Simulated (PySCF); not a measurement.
C4H9BO2S.
SMILES: `CS[C@@H]1CCOBO1`

Level: CAM-B3LYP/def2-SVPD in PySCF, non-relativistic, on one gas-phase PBE0-D3(BJ)/def2-SVP geometry that isn't relaxed in the solvent. The solvent is an IEF-PCM continuum (Bondi radii, 1.10 Å for H, scaled by 1.2), and excitations are vertical TDDFT with non-equilibrium linear response and a frozen core. The model holds no explicit solvent molecules, cavitation or dispersion.

Gas-phase singlets (H = HOMO, L = LUMO):

| state | E (eV) | λ (nm) | f | leading configuration |
| --- | --- | --- | --- | --- |
| S1 | 5.550 | 223 | 0.000 | H→L+1 75% |
| S2 | 6.334 | 196 | 0.032 | H→L 68% |
| S3 | 6.659 | 186 | 0.006 | H→L+2 80% |
| S4 | 6.895 | 180 | 0.012 | H→L+3 76% |
| S5 | 7.425 | 167 | 0.016 | H→L+4 56% |

Problem. Give the list for chloroform (ε = 4.711), n² = 2.09.

Solution. 
```
state  E (eV)  λ (nm)      f  leading configuration  change by rank (eV)
   S1   5.602     221  0.000              H→L+1 79%               +0.052
   S2   6.365     195  0.052                H→L 61%               +0.031
   S3   6.711     185  0.003              H→L+3 79%               +0.052
   S4   6.904     180  0.023              H→L+2 76%               +0.009
   S5   7.439     167  0.023              H→L+4 47%               +0.014
```

Problem. The ground-state energy changes by -0.164 eV from gas to chloroform. By how much does the total energy of gas-phase S1 change?

Solution. E(S1) = E(S0) + excitation energy, so it changes by -0.164 + 0.052 = -0.112 eV: it is lowered less than the ground state, which is what a blue shift means. This is the vertical state, with the slow part of the continuum still set for S0.

Problem. How do the frontier levels move from gas to chloroform?

Solution. 
```tsv
orbital	gas (eV)	solvent (eV)	change (eV)
LUMO+2	1.45	1.52	+0.07
LUMO+1	1.16	1.28	+0.12
LUMO	0.99	1.06	+0.07
HOMO	-8.08	-8.06	+0.02
HOMO-1	-9.78	-9.75	+0.03
HOMO-2	-10.30	-10.25	+0.05
HOMO-3	-10.40	-10.33	+0.07
```

The HOMO–LUMO gap goes from 9.07 to 9.13 eV. Rows go by rank; for LUMO, LUMO+1 and LUMO+2 the atom shares or the degeneracy differ between the runs, so the row needn't follow one orbital.
